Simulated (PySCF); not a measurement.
C3H7FOSi, SMILES C=CC[Si@H](O)F. Coordinates come from a ωB97X-D3(BJ)/def2-SVP optimisation. The structure was generated by enumeration; whether it is a known compound was not checked. Other conformers were not sampled.

Computed equilibrium geometry at ωB97X-D3(BJ)/def2-SVP (PySCF confirms it by a frequency run) as bond lengths and angles (one conformer of several):
Atoms: C1 C2 C3 Si4 O5 F6 H7 H8 H9 H10 H11 H12 H13. Bond lengths (Å): C1–C2 1.335, C1–H7 1.096, C1–H8 1.094, C2–C3 1.509, C2–H9 1.097, C3–Si4 1.860, C3–H10 1.101, C3–H11 1.103, Si4–O5 1.655, Si4–F6 1.631, Si4–H12 1.485, O5–H13 0.962. Angles (°): C2–C1–H7 121.5, C2–C1–H8 121.3, H7–C1–H8 117.3, C1–C2–C3 124.6, C1–C2–H9 118.8, C3–C2–H9 116.6, C2–C3–Si4 109.8, C2–C3–H10 111.8, C2–C3–H11 111.4, Si4–C3–H10 109.6, Si4–C3–H11 106.9, H10–C3–H11 107.1, C3–Si4–O5 108.0, C3–Si4–F6 108.1, C3–Si4–H12 113.9, O5–Si4–F6 109.1, O5–Si4–H12 111.7, F6–Si4–H12 105.8, Si4–O5–H13 118.3.
Charge 0, spin multiplicity 1.
